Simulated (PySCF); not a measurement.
PySCF input file for Mg(Cl)(SMe) (CH₃ClMgS), SMILES C[S][Mg][Cl], IEF-PCM-M06-2X/def2-SVP. Geometry optimised at B3LYP-D3(BJ)/def2-SVP. The values are those of a single conformer.

```python
import numpy as np
from pyscf import gto, scf, dft
from pyscf.solvent import pcm

mol = gto.M(
    atom='''
    Mg    0.21553011   -0.49891742    0.00000000
    Cl   -0.18224752   -2.66594619   -0.00000000
    S     0.66742668    1.75493443   -0.00000000
    C    -1.01869526    2.51946118   -0.00000000
    H    -1.59285708    2.25219892    0.89834563
    H    -0.86909469    3.60797841   -0.00000000
    H    -1.59285708    2.25219892   -0.89834562
    ''',
    basis='def2-SVP',
    charge=0,
    spin=0,
    max_memory=1600,
    verbose=3,
)
mf = dft.RKS(mol, xc='m06-2x').density_fit(auxbasis='def2-universal-jkfit')
mf.grids.level = 4
mf.conv_tol = 1e-9
mf.max_cycle = 100
mf.kernel()
res = {}
for name, eps in {'water': 78.355, 'ethanol': 24.852, 'chloroform': 4.7113}.items():
    s = mf.PCM()
    s.with_solvent.method, s.with_solvent.eps, s.with_solvent.lebedev_order = 'IEF-PCM', eps, 29
    s.kernel(mf.make_rdm1())
    res[name] = (s.e_tot, eps, s.dip_moment(), s.mo_energy, s.converged)
    print(f'{name}: electrostatic solvation free energy {(s.e_tot - mf.e_tot) * 627.509474:.3f} kcal/mol')
```

It prints:

```
converged SCF energy = -1098.06226141582

WARN: PCM is an experimental feature. It is still in testing.
Features and APIs may be changed in the future.

converged SCF energy = -1098.08667582297
Dipole moment(X, Y, Z, Debye): -1.53411,  1.20038,  0.00000
water: electrostatic solvation free energy -15.320 kcal/mol

WARN: PCM is an experimental feature. It is still in testing.
Features and APIs may be changed in the future.

converged SCF energy = -1098.0854990609
Dipole moment(X, Y, Z, Debye): -1.51047,  1.22165,  0.00000
ethanol: electrostatic solvation free energy -14.582 kcal/mol

WARN: PCM is an experimental feature. It is still in testing.
Features and APIs may be changed in the future.

converged SCF energy = -1098.07915340604
Dipole moment(X, Y, Z, Debye): -1.39129,  1.31980,  0.00000
chloroform: electrostatic solvation free energy -10.600 kcal/mol
```

Self-consistency was reached.
